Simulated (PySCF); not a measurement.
BeBr₂, SMILES [Br][Be][Br].

Coordinates come from a B3LYP-D3(BJ)/def2-TZVP optimisation.

The numbers are results of PySCF with C-PCM-M06-2X/def2-SVP, not measurements.

The values are the electrostatic part of the solvation free energy, E(continuum) − E(gas) at the gas-phase geometry, in a cavity of scaled van der Waals radii (PySCF's table); cavitation and dispersion terms are not included. A continuum can't describe solvent molecules that bind to the metal. In vacuum the orbital gap is 10.09 eV. The dipole moment in vacuum is 0.00 D.

Computed values in water (ε = 78.36), methanol (ε = 32.61), diethylether (ε = 4.24):
```tsv
solvent	ε	ΔG(elec) (kcal/mol)	dipole (D)	gap (eV)
water	78.36	-4.7	0.00	10.35
methanol	32.61	-4.6	0.00	10.34
diethylether	4.24	-3.5	0.00	10.28
```
